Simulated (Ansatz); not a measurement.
The cluster Sn4O5 (the lowest singlet isomer of a short search). Charge 0, multiplicity 1. Geometry PBE-D4/def2-SVP, basis def2-TZVP, Ansatz.

Cartesian coordinates in Å:
```
Sn -0.635 1.293 1.545
Sn 0.195 -1.866 1.275
Sn -1.377 -0.791 -1.393
Sn 1.780 0.340 -0.690
O 1.143 0.052 1.424
O -1.512 -0.492 0.731
O -0.239 1.076 -1.638
O 0.066 1.918 -0.446
O 0.579 -1.530 -0.808
```

```json
{"run": "A", "HOMO (eV)": "-6.78", "LUMO (eV)": "-1.76"}
{"run": "B", "HOMO (eV)": "-5.87", "LUMO (eV)": "-2.28"}
{"run": "C", "HOMO (eV)": "-6.39", "LUMO (eV)": "-2.11"}
{"run": "D", "HOMO (eV)": "-5.55", "LUMO (eV)": "-2.45"}
```

In the def2 sets Sn takes a core potential; there is no spin–orbit coupling. HSE06 is defined as in plane-wave codes, on full-range PBE exchange. The structure holds one bond between oxygen atoms, so isomers without such links may lie far lower. The structure comes from a short search, and lower isomers may exist.

**Question.** The runs used HSE06, PBE, PBE0, r2SCAN. Estimate which is which.

**Answer.** A PBE0 (25 % exact exchange); B r2SCAN (0 % exact exchange); C HSE06 (range-separated); D PBE (0 % exact exchange). Exact exchange lowers occupied and raises empty levels; among semilocal functionals meta-GGAs tend to open the gap a little, and such runs are hard to tell apart. The gap grows from 3.10 eV (PBE) to 5.02 eV (PBE0).
